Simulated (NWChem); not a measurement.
System: GeSiH4S, singlet; SMILES [SH][Ge][SiH3]

```xyz
7

Ge    -0.7326     0.1809    -0.5674
S      0.8020     1.5009     0.4049
H      0.1494     2.6891     0.2163
Si     0.6713    -1.8169    -0.0893
H      1.9723    -1.5451     0.6245
H      0.9822    -2.5180    -1.3911
H     -0.1317    -2.7896     0.7428
```
Atoms are numbered in this order, from 1.

All runs: NWChem. Pople sets run with spherical d functions. Low-valent species are run as closed-shell singlets; no triplet was tried in these runs. Geometry: optimised at PBE-D3(BJ)/def2-SVP. GIAO values for the isolated, static molecule; σ is the absolute isotropic shielding.

| level | basis functions | σ Ge1 (ppm) | σ S2 (ppm) | σ H3 (ppm) | σ Si4 (ppm) | σ H5 (rotor mean) (ppm) |
|---|---|---|---|---|---|---|
| PBE/6-31G* | 76 | 217.5 | 123.9 | 24.36 | 448.5 | 27.53 |
| PBE/6-311G** | 120 | -155.1 | 89.2 | 23.44 | 412.1 | 27.13 |
| PBE/def2-SVP | 88 | (withheld) | (withheld) | 23.38 | (withheld) | 26.96 |
| PBE/def2-TZVP | 146 | -104.5 | 60.0 | 23.42 | 392.9 | 26.98 |

**Question.** Complete the blanks.

**Answer.** 
- PBE/def2-SVP, σ Ge1 (ppm): 67.7
- PBE/def2-SVP, σ S2 (ppm): 144.2
- PBE/def2-SVP, σ Si4 (ppm): 465.8
